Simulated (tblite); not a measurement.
Start geometry of `FC(F)(F)O[C@H]1C=CC[SiH2]1` from a force field or distance geometry (Å):
```
atom  x, y, z in Å
F1     2.421    1.490    0.840
C2     2.691    0.259    0.383
F3     3.137    0.329   -0.878
F4     3.674   -0.264    1.144
O5     1.554   -0.577    0.473
C6     0.442    0.006   -0.221
C7    -0.424   -1.136   -0.707
C8    -1.712   -1.187   -0.333
C9    -2.263   -0.108    0.555
Si10  -0.801    1.071    0.872
H11    0.758    0.599   -1.088
H12    0.010   -1.905   -1.338
H13   -2.373   -1.998   -0.652
H14   -3.079    0.425    0.052
H15   -2.632   -0.518    1.499
H16   -0.393    1.107    2.312
H17   -1.015    2.420    0.270
```

Q: What comes out of this run: GFN2-xTB geometry optimisation, gas phase (tblite)?

A: 
```
atom  x, y, z in Å
F1     2.274    1.462    1.032
C2     2.582    0.289    0.418
F3     3.083    0.670   -0.778
F4     3.595   -0.234    1.103
O5     1.598   -0.556    0.346
C6     0.398   -0.040   -0.321
C7    -0.462   -1.209   -0.685
C8    -1.722   -1.206   -0.282
C9    -2.233   -0.053    0.529
Si10  -0.695    1.032    0.854
H11    0.733    0.474   -1.228
H12   -0.021   -2.009   -1.258
H13   -2.405   -2.006   -0.525
H14   -3.009    0.473   -0.029
H15   -2.713   -0.423    1.436
H16   -0.209    0.949    2.227
H17   -0.802    2.398    0.345
```

The energy falls by 8.2 kcal/mol over 92 L-BFGS steps, the largest force on an atom goes from 3.33 to 0.010 eV/Å, and the atoms move by 0.170 Å rms after alignment. The bond that changes most is C2–O5 (CF3 carbon to ether oxygen), which shortens by 0.114 Å. Bonds longer at the end by more than 0.005 Å: 3 of 17; shorter: 10. Among the angles that change most is F1–C2–F3, from 109.9° to 103.9°. Among the dihedrals that turn most is C2–O5–C6–H11, from 32° to 45°. Rotational constants go from 2405, 679.6, 599.7 to 2463, 708.3, 625.1 MHz. The orientation of the end geometry is arbitrary; only internal coordinates are fixed.

On one thread, Arm Neoverse V1 (aarch64), shared host with 32 logical CPUs at a one-minute load of 22, this took 0.75 s of wall time.

Its GFN2-xTB frequencies are all real (lowest 29 cm⁻¹). One conformer, not necessarily the lowest. 2 starts were optimised and ended at 0.00 and 0.66 kcal/mol (GFN2-xTB); the lowest of these is shown.

The numbers are calculated, not measured.
